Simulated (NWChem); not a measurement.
System: CH₇NSi; SMILES N[SiH2]C

```xyz
10

Si    -0.4759     0.0661     0.0000
C      0.4499    -1.5836     0.0000
N      0.4781     1.5226     0.0000
H     -1.3317     0.1210     1.2186
H     -1.3317     0.1210    -1.2186
H      1.0869    -1.6913    -0.8861
H      1.0869    -1.6913     0.8861
H     -0.2624    -2.4191     0.0000
H      1.0000     1.7742    -0.8314
H      1.0000     1.7742     0.8314
```
Atoms are numbered in this order, from 1.

All runs: NWChem. Coordinates come from a B3LYP/6-31G* (spherical d) optimisation. Core excitations by TDA in a window of 1s orbitals, non-relativistic and unshifted: absolute energies depend strongly on the exact-exchange share.

Q: Estimate the computed values for N K edge, PBE/def2-TZVP. Quantities: first 1s excitation (eV); dipole oscillator strength of the first; first state with f > 0.002 (eV); dipole oscillator strength of that state.

A: The first 1s excitation (eV) is 380.0 and the dipole oscillator strength of the first is 0.0025. The first state with f > 0.002 (eV) comes out as 380.0 and the dipole oscillator strength of that state is 0.0025.
